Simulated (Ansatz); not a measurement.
The input (input.yaml):

```yaml
crystal:
  periodic: [false, false, false]
  atoms:
    - { symbol: "N", position_ang: [-1.9074, 0.6486, -0.4771] }
    - { symbol: B, position_ang: [-0.9579, -0.4503, -0.6247] }
    - { symbol: "N", position_ang: [-0.9774, -1.2887, -1.9076] }
    - { symbol: Si, position_ang: [0.3692, -0.8228, 0.8214] }
    - { symbol: Si, position_ang: [1.5819, 0.9513, 1.1548] }
    - { symbol: H, position_ang: [-1.7222, 1.4089, -1.2297] }
    - { symbol: H, position_ang: [-1.7735, 1.1651, 0.4352] }
    - { symbol: H, position_ang: [-0.6472, -0.6363, -2.6868] }
    - { symbol: H, position_ang: [-0.1774, -1.982, -1.773] }
    - { symbol: H, position_ang: [1.1447, -1.9781, 0.4871] }
    - { symbol: H, position_ang: [-0.4674, -1.143, 2.0706] }
    - { symbol: H, position_ang: [2.3461, 1.2742, -0.0392] }
    - { symbol: H, position_ang: [0.6802, 2.1302, 1.5128] }
    - { symbol: H, position_ang: [2.4954, 0.6936, 2.285] }
basis:
  gaussian: { orbitals: "6-31G*" }
hamiltonian:
  xc: pbe0
relax:
  f_tol: 0.015
  max_steps: 40
```

Run as:

```bash
$ ansatz run input.yaml --threads 2 --pin off --max-ram 3072MiB --backend cpu --events-out ev --progress --plain --runs-dir out
```

Hardware: 2 threads of Arm Neoverse V1, with other jobs on the host.

Task: Roughly how long does this run take, and how much memory?

Result: 39 s, with a peak of 0.23 GiB, for 10 ionic steps.
